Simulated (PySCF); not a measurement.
Compound: C10H10O.
Numbering: `[O:1]=[C:2]([c:3]1[cH:4][cH:5][cH:6][cH:7][cH:8]1)[CH:9]1[CH2:10][CH2:11]1` (hydrogens: H12 on C4; H13 on C5; H14 on C6; H15 on C7; H16 on C8; H17 on C9; H18, H19 on C10; H20, H21 on C11)

The same species was optimised twice, with GFN2-xTB and with PBE0-D3(BJ)/def2-SVP (PySCF), and the same property calculations (PySCF, gas phase) were run on both structures.

```csv
coordinate,GFN2-xTB,PBE0-D3(BJ)/def2-SVP,change
C6–C7 (Å),1.385,1.396,+0.011
C4–C5 (Å),1.383,1.393,+0.010
C2–C3 (Å),1.488,1.497,+0.009
C3–C8 (Å),1.393,1.402,+0.009
C5–C6 (Å),1.386,1.394,+0.008
C3–C4 (Å),1.393,1.400,+0.007
C7–C8 (Å),1.382,1.389,+0.007
C2–C9 (Å),1.484,1.489,+0.005
O1=C2 (Å),1.214,1.216,+0.002
C9–C10 (Å),1.515,1.516,+0.001
C10–C11 (Å),1.484,1.482,-0.002
C9–C11 (Å),1.510,1.509,-0.001
C3–C2–C9 (°),116.2,119.7,+3.5
O1–C2–C9 (°),122.3,120.1,-2.2
C2–C3–C4 (°),122.2,123.7,+1.5
C2–C9–C10 (°),117.5,116.1,-1.4
O1–C2–C3 (°),121.5,120.2,-1.3
C2–C3–C8 (°),118.5,117.2,-1.3
C2–C9–C11 (°),117.4,116.4,-1.0
C3–C4–C5 (°),120.1,120.4,+0.3
O1–C2–C3–C4 (°),-146,-174,-28
O1–C2–C9–C10 (°),45,41,-4
```

Rotational constants: A = 2919, B = 664.0, C = 573.6 MHz (GFN2-xTB) against A = 3002, B = 651.2, C = 558.0 MHz (PBE0-D3(BJ)/def2-SVP). Point groups within 0.08 Å: C1 and C1.

On the GFN2-xTB structure: HOMO (eV) -7.29 [PBE0/pcSseg-1]; LUMO (eV) -1.46 [PBE0/pcSseg-1]; dipole (D) 2.91 [PBE0/pcSseg-1]; GIAO shielding of O1 (ppm) -264.2 [PBE0/pcSseg-1]; GIAO shielding of C2 (ppm) -22.7 [PBE0/pcSseg-1]; GIAO shielding of C3 (ppm) 40.0 [PBE0/pcSseg-1]; GIAO shielding of C4/C8 (mean) (ppm) 53.0 [PBE0/pcSseg-1]; GIAO shielding of C5/C7 (mean) (ppm) 53.3 [PBE0/pcSseg-1]; GIAO shielding of C6 (ppm) 49.5 [PBE0/pcSseg-1]; GIAO shielding of C9 (ppm) 164.8 [PBE0/pcSseg-1]; GIAO shielding of C10/C11 (mean) (ppm) 171.9 [PBE0/pcSseg-1].

**Question.** What do these properties become on the PBE0-D3(BJ)/def2-SVP structure?

**Answer.** 
```csv
property,level,on GFN2-xTB,on PBE0-D3(BJ)/def2-SVP,change
HOMO (eV),PBE0/pcSseg-1,-7.29,-7.40,-0.11
LUMO (eV),PBE0/pcSseg-1,-1.46,-1.65,-0.19
dipole (D),PBE0/pcSseg-1,2.91,2.84,-0.07
"energy, GFN2-xTB geometry as zero (kcal/mol)",PBE0/pcSseg-1,0.0,-1.3,-1.3
GIAO shielding of O1 (ppm),PBE0/pcSseg-1,-264.2,-232.5,+31.7
GIAO shielding of C2 (ppm),PBE0/pcSseg-1,-22.7,-17.5,+5.2
GIAO shielding of C3 (ppm),PBE0/pcSseg-1,40.0,44.7,+4.7
GIAO shielding of C4/C8 (mean) (ppm),PBE0/pcSseg-1,53.0,50.0,-3.0
GIAO shielding of C5/C7 (mean) (ppm),PBE0/pcSseg-1,53.3,50.7,-2.6
GIAO shielding of C6 (ppm),PBE0/pcSseg-1,49.5,45.5,-4.0
GIAO shielding of C9 (ppm),PBE0/pcSseg-1,164.8,168.2,+3.4
GIAO shielding of C10/C11 (mean) (ppm),PBE0/pcSseg-1,171.9,169.8,-2.1
```

The heavy atoms differ by 0.256 Å rms after alignment. Among bonds between heavy atoms C4–C5 and C6–C7 change most and about equally (+0.010 to +0.011 Å). Changes are differences of the printed values. Neither structure is proved a minimum here.

Shape of the structure used: `[O:1]=[C:2]([c:3]1[cH:4][cH:5][cH:6][cH:7][cH:8]1)[CH:9]1[CH2:10][CH2:11]1`: O1–C2–C3–C4 -174°, O1–C2–C9–C10 41°.
